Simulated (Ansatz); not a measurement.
Cost and result for the atomization energy of ClFGeH3NO, SMILES `[NH2][Ge]([OH])([F])[Cl]` (8 atoms, 7 bonds).

The species carries charge 0 and has multiplicity 1. Correlated methods include outer-core shells of Ge, which these sets cover unevenly. Scalar relativity is left out up to krypton. The geometry is a stationary point of PBE0-D4/def2-TZVP. It is one conformer, not always the lowest. Program: Ansatz. All runs use 4 threads of an Arm Neoverse V1 on a shared host. Times are those of one run each, without the atoms' runs, and a repeat can differ threefold. Electronic energies, without spin–orbit coupling; frozen cores. CCSD(T)/CBS adds CCSD(T) − MP2 in def2-TZVPP to the MP2 limit, and its time is that of the two runs behind it. T1 = 0.011. With those shells the extrapolation isn't a true limit. B3LYP takes the VWN-RPA correlation (the form of Gaussian; ORCA's B3LYP/G).

CCSD(T)/CBS is a level of theory with its own doubt, some kJ/mol a heavy atom from the limit and from the frozen cores, so smaller differences don't rank the functionals.

```tsv
level	functions	wall time
LDA (SPW92)/def2-TZVPP	225	1.2 s
BLYP-D4/def2-TZVPP	225	1.9 s
revPBE-D4/def2-TZVPP	225	1.9 s
PBE-D4/def2-TZVPP (with forces)	225	2.3 s
CAM-B3LYP-D4/def2-TZVPP	225	3.6 s
B3LYP-D4/def2-TZVPP (with forces)	225	4.9 s
r2SCANh-D4/def2-TZVPP	225	5.5 s
CCSD(T)/def2-SVP	107	7 s
ωB97X-V/def2-TZVPP	225	8 s
B97M-V/def2-TZVPP	225	8.5 s
MP2/def2-QZVPP	420	19 s
CCSD(T)/def2-TZVPP	225	3.1 min
CCSD(T)/CBS(def2)	–	3.5 min
```

(1) What atomization energy does each give, and how far from CCSD(T)/CBS? (Best estimate.)

## Answers

(1) Computed: 
| level | atomization (kJ/mol) | difference from CCSD(T)/CBS | per bond |
| --- | --- | --- | --- |
| LDA (SPW92)/def2-TZVPP | 3261.2 | 461.3 | 65.9 |
| BLYP-D4/def2-TZVPP | 2772.5 | -27.4 | -3.9 |
| revPBE-D4/def2-TZVPP | 2745.5 | -54.4 | -7.8 |
| PBE-D4/def2-TZVPP (with forces) | 2840.7 | 40.8 | 5.8 |
| CAM-B3LYP-D4/def2-TZVPP | 2780.5 | -19.4 | -2.8 |
| B3LYP-D4/def2-TZVPP (with forces) | 2752.9 | -47.0 | -6.7 |
| r2SCANh-D4/def2-TZVPP | 2751.2 | -48.7 | -7.0 |
| CCSD(T)/def2-SVP | 2541.5 | -258.4 | -36.9 |
| ωB97X-V/def2-TZVPP | 2798.9 | -1.0 | -0.2 |
| B97M-V/def2-TZVPP | 2792.1 | -7.8 | -1.1 |
| MP2/def2-QZVPP | 2858.7 | 58.8 | 8.4 |
| CCSD(T)/def2-TZVPP | 2712.4 | -87.5 | -12.5 |
| CCSD(T)/CBS(def2) | 2799.9 | 0.0 | 0.0 |

In def2-TZVPP, CCSD(T) changes the Hartree–Fock value by +863.7 kJ/mol (the triples alone add +57.9 kJ/mol) and MP2 by +957.7 kJ/mol; breaking electron pairs costs correlation energy, which Hartree–Fock lacks. Leaving LDA and LC-ωPBE aside and taking each functional with its dispersion term where it has one, the values, not all of them listed here, spread over 205.1 kJ/mol, from BHLYP-D4 to PBE-D4. LDA lies +438.8 kJ/mol from PBE without D4, its usual overbinding. From PBE to PBE0 (25 % exact exchange), in def2-TZVPP and without D4, the atomization energy moves by −83.4 kJ/mol: exact exchange takes away binding that semilocal exchange gives to molecules.

For some Ge, Se and Sn compounds the MP2-based and the directly extrapolated limit differ by 10 to 25 kJ/mol.
